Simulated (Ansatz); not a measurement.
SiH2O2F2 (SMILES O[Si](O)(F)F): the energy to break a bond

SiH2O2F2: 7 atoms, total charge 0, spin state singlet. SMILES: `O[Si](O)(F)F`. Geometry: optimised at PBE0/def2-SVP. This is one conformer, not always the lowest.

```xyz
7

O    -1.1402    0.4480    0.9042
Si   -0.0098   -0.0176   -0.1659
O     1.3411   -0.3896    0.6565
F    -0.4794   -1.2825   -1.0413
F     0.2321    1.1507   -1.2445
H    -1.8359    1.0335    0.5929
H     1.9534   -1.0106    0.2525
```

Wanted: the dissociation energy of the O3–Si2 bond into doublet OH and doublet SiHOF2 (shapes relaxed at PBE0/def2-SVP, no zero-point term). 1 Eh = 2625.50 kJ/mol = 27.2114 eV. Totals in Eh; open shells run unrestricted unless said.

```tsv
level	program	SiH2O2F2	doublet OH	doublet SiHOF2
B3LYP/def2-SVP	Ansatz	-640.699593	-75.667413	-564.817463
B2PLYP/def2-SVP, 9 core orbitals frozen	Ansatz	-640.291482	-75.602815	-564.470507
CCSD(T)/def2-SVP, 9 core orbitals frozen	Ansatz	-639.421984	-75.490188	-563.716735
```

Problem. Work out the dissociation energy at each level.

Solution. 
1. B3LYP/def2-SVP: (-75.667413) + (-564.817463) − (-640.699593) = 0.214717 Eh = 563.7 kJ/mol = 5.84 eV.
2. B2PLYP/def2-SVP: (-75.602815) + (-564.470507) − (-640.291482) = 0.218160 Eh = 572.8 kJ/mol = 5.94 eV.
3. CCSD(T)/def2-SVP: (-75.490188) + (-563.716735) − (-639.421984) = 0.215061 Eh = 564.6 kJ/mol = 5.85 eV.

The levels span 564 to 573 kJ/mol; no measured value is set beside them. A bond enthalpy at 298 K also holds the loss of zero-point energy and thermal terms.
